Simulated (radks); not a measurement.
Species: Sn XLIII. Configuration: [He] 2s1 2p4 3s1 (not the ground configuration). All-electron calculation, scalar-relativistic Kohn-Sham, PBE, spin-polarised, spherical densities, point nucleus; open shells are filled with parallel spins first (spin-orbit coupling, left out, can overturn this in heavy ions). Program: a radial shooting solver on a logarithmic mesh with Libxc functionals.

Normalised radial functions P(r) = r R(r), r in bohr:

r	2s up	2p down
0.002148	0.5589	0.0203
0.002666	0.6646	0.0298
0.003309	0.7847	0.0436
0.004107	0.9184	0.0638
0.005097	1.0627	0.0931
0.006326	1.2120	0.1355
0.007851	1.3565	0.1962
0.009744	1.4810	0.2821
0.01209	1.5637	0.4019
0.01501	1.5755	0.5657
0.01863	1.4809	0.7839
0.02312	1.2420	1.0649
0.02869	0.8261	1.4109
0.03561	0.2192	1.8122
0.0442	-0.5558	2.2393
0.05485	-1.4226	2.6377
0.06808	-2.2441	2.9287
0.08449	-2.8411	3.0232
0.1049	-3.0474	2.8523
0.1301	-2.7904	2.4081
0.1615	-2.1554	1.7725
0.2005	-1.3701	1.1012
0.2488	-0.6915	0.5543
0.3088	-0.2640	0.2147
0.3832	-0.0715	0.0601
0.4756	-0.0127	0.0113
0.5903	-0.0013	0.0013
0.7326	-0.0001	0.0001
0.9093	0.0000	0.0000

2s up: eigenvalue -7322.5 eV, 1 radial node at r = 0.0380 bohr, <r> = 0.121 bohr, 90 % of the charge inside 0.185 bohr. 2p down: eigenvalue -6881.3 eV, 0 radial nodes, <r> = 0.105 bohr, 90 % of the charge inside 0.169 bohr.
